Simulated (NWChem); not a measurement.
Molecule: ZnH₂SO; SMILES [OH][Zn][SH]

```xyz
5

Zn    -0.0156    -0.3671     0.0067
O      0.0072    -2.1367    -0.0897
H     -0.0973    -2.5939     0.7505
S     -0.0494     1.8005    -0.0181
H      1.2984     1.8914     0.0539
```
Atoms are numbered in this order, from 1.

Program: NWChem. Pople sets run with spherical d functions. Structure relaxed at the PBE0/def2-SVP level.

Q: Estimate the computed values for TPSSh/6-31G*. Quantities: highest occupied level (eV); orbital gap (eV); dipole (D).

A: 
- highest occupied level (eV) = -6.65
- orbital gap (eV) = 5.46
- dipole (D) = 1.85
